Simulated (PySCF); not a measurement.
Computed shifts of a molecule C3H9FSi, HF/pcSseg-1 in PySCF, GIAO, gas phase, equivalent atoms averaged, in ppm (number of nuclei): ¹³C: 8.9 (1), 8.4 (1), -0.3 (1). ²⁹Si: 18.5 (1). ¹⁹F: -159.9 (1). ¹H: 4.76 (1), 1.22 (3), 1.00 (1), 0.83 (1), 0.63 (3). References: ¹³C against TMS (σ = 192.6 ppm); ²⁹Si against TMS (σ = 393.8 ppm); ¹⁹F against CFCl3 (σ = 238.5 ppm); ¹H against TMS (σ = 31.99 ppm), references at their B3LYP-D3(BJ)/def2-TZVP geometries, non-relativistic. Geometry optimised at B3LYP-D3(BJ)/def2-SVP. The values are those of a single conformer.

Problem. Which structure fits?
(A) CC[Si@H](C)F
(B) CC[SiH2]CF
(C) C[SiH](C)CF
(D) C[SiH2][C@@H](C)F

Solution. A, CC[Si@H](C)F
